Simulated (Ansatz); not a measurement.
Molecule: methyl-[(E)-prop-1-enyl]silane, C4H10Si, net charge 0, singlet state. SMILES: C/C=C/[SiH2]C
Coordinates optimised at B3LYP-D3(BJ)/def2-TZVP (Ansatz, a quantum-chemistry and plane-wave program):
```xyz
15

C      2.9237     0.3824     0.4020
C      1.5522    -0.2141     0.3733
C      0.5279     0.2177    -0.3646
Si    -1.1617    -0.5572    -0.3519
C     -2.4754     0.6550     0.2231
H      3.1867     0.7054     1.4138
H      3.6749    -0.3562     0.1064
H      3.0019     1.2407    -0.2660
H      1.4071    -1.0773     1.0207
H      0.7013     1.0826    -1.0053
H     -1.1214    -1.7378     0.5489
H     -1.5167    -1.0254    -1.7179
H     -2.5037     1.5331    -0.4257
H     -2.2712     0.9945     1.2403
H     -3.4660     0.1958     0.2086
```
Charge 0, spin multiplicity 1.

Quantity: vertical triplet-singlet gap (E(triplet) - E(singlet); each state is the SCF solution reached for its spin), in kcal/mol. Correlated levels leave the core frozen unless marked. Open shells are spin-unrestricted. Spin-orbit coupling is left out. No relativistic terms. 

```tsv
level	program	vertical triplet-singlet gap (kcal/mol)
HF/aug-cc-pV(D+d)Z	Ansatz	78.5
PBE/def2-TZVPD	Ansatz	98.2
B3LYP/def2-TZVPD	Ansatz	98.5
BHLYP/def2-TZVPD	Ansatz	94.4
wB97M-V/def2-TZVPD	Ansatz	102.3
B2PLYP/def2-TZVPD	Ansatz	101.4
RI-MP2/aug-cc-pV(Q+d)Z	Ansatz	107.8
SCS-MP2/aug-cc-pV(D+d)Z	Ansatz	107.5
CCSD/aug-cc-pV(D+d)Z	Ansatz	100.6
```
